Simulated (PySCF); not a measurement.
Exercise with solution: dipole moment from atomic charges

N-methylmethanimine (C₂H₅N), SMILES C=NC. Atoms are numbered in the order given.

```xyz
8

C      0.1335     1.1380     0.0000
N     -0.5318    -0.1378     0.0000
C      0.1804    -1.1734     0.0000
H     -0.1866     1.7067    -0.8771
H     -0.1866     1.7067     0.8771
H      1.2309     1.0642     0.0000
H      1.2800    -1.1488     0.0000
H     -0.2986    -2.1520     0.0000
```
Charge 0, spin multiplicity 1.

The structure is a stationary point at PBE0-D3(BJ)/def2-TZVP.

Charges (e) from PySCF with PBE/def2-TZVPD:

```tsv
atom	IAO	ESP fit
C1	-0.325	0.001
N2	-0.235	-0.430
C3	-0.139	0.177
H4	0.165	0.078
H5	0.165	0.078
H6	0.114	0.023
H7	0.102	0.034
H8	0.154	0.038
```

The dipole moment of the full density is 1.40 D.

### Question
What dipole moment does each set of point charges give, and which comes closer to that of the density?

### Answer

μ = Σ q r, and 1 e Å = 4.8032 D.
IAO: Σ q r = (0.220, 0.062, 0.000) e Å, |μ| = 1.10 D.
ESP fit: Σ q r = (0.292, 0.023, 0.000) e Å, |μ| = 1.41 D.
ESP fit comes closer in size. Point charges leave out the atoms' own dipoles (lone pairs, polarised bonds); fits to the potential absorb them, partitions of the density don't.
